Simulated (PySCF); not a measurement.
Nb(O)(OH)(NH2)2 (H5N2NbO2), SMILES [NH2][Nb]([NH2])(=[O])[OH], multiplicity 1.

Geometry: PBE0-D3(BJ)/def2-SVP. The spin state was assumed, not searched. The structure was generated by enumeration; whether it is a known compound was not checked. The def2 effective core potentials stand for the cores of Nb; spin–orbit coupling is left out. Other conformers were not sampled.

These are PySCF with PBE/def2-TZVP values and carry that method's errors.

Isolated molecule, no solvent.

```
Quantity                                                                                                        Value
---------------------------------------------------------------------------------------------  ----------------------
total energy                                                                                       -320.00474 hartree
point group                                                                                                        Cs
highest occupied level                                                                                       -5.85 eV
lowest empty level                                                                                           -1.44 eV
orbital gap                                                                                                   4.41 eV
dipole moment                                                                                                  2.27 D
quadrupole, principal values (traceless, Buckingham form, about the centre of nuclear charge)   -9.08, 3.93, 5.15 D·Å
mean static polarisability                                                                       64.1 bohr³ (9.50 Å³)
polarisability, principal values                                                               59.0, 63.9, 69.3 bohr³
```
